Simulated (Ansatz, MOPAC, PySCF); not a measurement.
Donor–acceptor adduct: BH3 (SMILES B) (first 4 atoms) with PH3 (SMILES P); geometry from B3LYP-D3(BJ)/def2-TZVP, rigid monomers moved along the line of their centres of mass till B1···P5 is 2.70 Å.
(charge 0, multiplicity 1):
```xyz
8

B     -0.030    -0.077     0.672
H      1.097    -0.421     0.418
H     -0.842    -0.969     0.655
H     -0.384     0.932     0.116
P      0.088     0.633     3.276
H     -1.092     1.091     3.889
H      0.479    -0.344     4.209
H      0.964     1.672     3.637
```

Counterpoise-corrected where a basis set is named; no monomer relaxation.

Rows in 6-31G* carry no dispersion term and start afresh at each structure (6-31G* with six Cartesian d functions). The state that PM6 reach isn't checked.

Codes used: Ansatz (a quantum-chemistry and plane-wave program) with Gaussian orbitals; MOPAC for PM6 (differences of heats of formation); PySCF for 6-31G* rows, the dispersion terms. 

Q: One of these levels gives -19.35 kcal/mol for the interaction energy. Which?
A. B3LYP/6-31G*
B. r2SCAN-D4/def2-TZVPPD
C. PM6

A: B, r2SCAN-D4/def2-TZVPPD. The others give -11.32 (PM6), -15.71 (B3LYP/6-31G*)
